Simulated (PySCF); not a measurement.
Compound: ReO3Me, CH₃O₃Re (singlet state).
Structure used (PBE0-D3(BJ)/def2-SVP), in Å, numbered top down from 1:
```xyz
8
CH3O3Re angstrom
Re     0.4679    0.8167    0.3244
O      0.3943    0.7610    2.0190
O      2.0559    0.7074   -0.2634
O     -0.3836    2.1327   -0.3258
C     -0.5064   -0.8823   -0.3502
H     -0.0206   -1.7714    0.0801
H     -0.4470   -0.9202   -1.4488
H     -1.5604   -0.8439   -0.0353
```

Computed with PBE0-D3(BJ)/def2-SVP geometry optimisation, gas phase, def2 core potentials past Kr (PySCF).

Problem. Which atoms are bound to Re1, and at what distances?

Solution. 4 atoms: O3 1.697 Å, O4 1.697 Å, O2 1.697 Å, C5 2.071 Å. The nearest atom not counted as bound is H6, at 2.65 Å (others tie with it).

Problem. List the angles at Re1.

Solution. 
| angle | degrees | distance of the outer atoms (Å) |
| --- | --- | --- |
| O3–Re1–O4 | 112.8 | 2.83 |
| O2–Re1–O4 | 112.7 | 2.83 |
| O2–Re1–O3 | 112.6 | 2.82 |
| O2–Re1–C5 | 106.1 | 3.02 |
| O4–Re1–C5 | 106.0 | 3.02 |
| O3–Re1–C5 | 105.9 | 3.02 |

Problem. What is the shape at Re1?

Solution. Distorted tetrahedral: angles from 105.9° to 112.8°; τ4 = (360° − α − β)/141° = 0.95 with α and β the two widest (0 for a square, 1 for a tetrahedron).

Problem. What are the other bond lengths?

Solution. C5–H6, C5–H7, C5–H8 1.101 Å.

Charge 0, singlet. No PBE0-D3(BJ)/def2-SVP frequencies stand behind this structure, so it isn't proved a minimum.
